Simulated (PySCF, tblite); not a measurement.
Isomers of C5H11FN (doublet state), one GFN2-xTB conformer each. Single-point energies are computed at B3LYP/pcH-1 (PySCF, gas phase, no added dispersion term), electronic only. GFN2-xTB treats the open shell by occupation alone, and not every SCF solution was tested for stability.

Question: Rank them by B3LYP/pcH-1 energy, lowest first (kcal/mol).
A. `[CH2:1][CH2:2][C@H:3]([CH2:4][NH2:5])[CH2:6][F:7]` (doublet state) with H–C1–C2–C3 -141° and 44°, C1–C2–C3–C4 -169°, C2–C3–C4–N5 60°, C3–C4–N5–H 65° and -176°, C2–C3–C6–F7 -173°
B. `[CH3:1][CH2:2][C@@H:3]([CH2:4][NH:5])[CH2:6][F:7]` (doublet state) with C1–C2–C3–C4 75°, C2–C3–C4–N5 60°, C3–C4–N5–H 172°, C2–C3–C6–F7 65°

Answer: B (0.0), A (1.6).

Neighbours under 5.0 kcal/mol apart (CC[C@@H](C[NH])CF and [CH2]C[C@H](CN)CF) can change places with a better method, another conformer or zero-point energy. GFN2-xTB itself gives, in the same order: 0.0, 4.5. Both levels put the same isomer lowest.

What happens when harmonic zero-point energies from GFN2-xTB frequencies are added?

```csv
SMILES,ZPE (kcal/mol),electronic (kcal/mol),with ZPE (kcal/mol)
CC[C@@H](C[NH])CF,95.4,0.0,0.0
[CH2]C[C@H](CN)CF,95.2,1.6,1.4
```

The zero-point energies span 0.2 kcal/mol. The order is unchanged.
